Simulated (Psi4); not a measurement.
Input for Psi4:
```
memory 2 GB

molecule mol {
-1 2
  Cl    2.098559   -0.244712   -1.479515
  Si    1.101280    0.216462    0.300908
  Cl    2.631995    1.524427    1.120742
  Cl    1.515493   -1.437916    1.512771
  Si   -1.101280   -0.216462   -0.300908
  Cl   -1.515493    1.437916   -1.512771
  Cl   -2.631995   -1.524427   -1.120742
  Cl   -2.098559    0.244712    1.479515
}

set basis pcseg-2
set reference uhf
set freeze_core true

energy('mp2')
print_variables()
```

What does this run give for the number of basis functions, nuclear repulsion energy, SCF-reference <S^2>, total energy, MP2 correlation energy?


```yaml
number_of_basis_functions: 272
nuclear_repulsion_energy: 1176.1179 Eh
SCF-reference <S^2>: 0.790
total_energy: -3336.574445 Ha
MP2 correlation energy: -1.2790 Eh
```

A gas-phase anion may not be bound at this level; its values then depend on the basis.

These values belong to the state on which the SCF converged, which isn't shown to be the lowest.

Roughly what does it cost on one core?

about 50 core-seconds (a rough figure).
